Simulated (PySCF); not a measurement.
## Working out the ionisation energy of Ti

Ti [Ar] 3d2 4s2 (3F) → Ti⁺ [Ar] 3d2 4s1 (4F). All numbers are calculated (PySCF 2.14, the non-relativistic Hamiltonian (point nucleus), in pcseg-2 (6s4p3d2f1g, 56 functions)). Frozen: [Ar]. Energies in hartree (1 hartree = 27.21139 eV):

```json
{"part": "UHF", "Ti (lower)": "-848.396690", "Ti⁺ (upper)": "-848.193561"}
{"part": "MP2 opposite-spin", "Ti (lower)": "-0.026886", "Ti⁺ (upper)": "0.000000"}
{"part": "MP2 same-spin", "Ti (lower)": "-0.009552", "Ti⁺ (upper)": "-0.010020"}
```

Problem. What does Hartree-Fock give?

Solution. (-848.193561) − (-848.396690) = 0.203129 hartree = 5.527 eV.

Problem. What do MP2 and SCS-MP2 (6/5 opposite-spin, 1/3 same-spin) give?

Solution. The opposite-spin parts differ by 0.732 eV and the same-spin parts by -0.013 eV. MP2: 5.527 + (0.732) + (-0.013) = 6.246 eV. SCS-MP2: 5.527 + 1.2 × (0.732) + (-0.013)/3 = 6.401 eV.

Measured between the centres of the two terms (NIST): 6.828 eV, so MP2 (valence) is off by -0.582 eV.

The calculation is non-relativistic.

What remains against the reference includes basis incompleteness, the frozen core and correlation beyond second order.
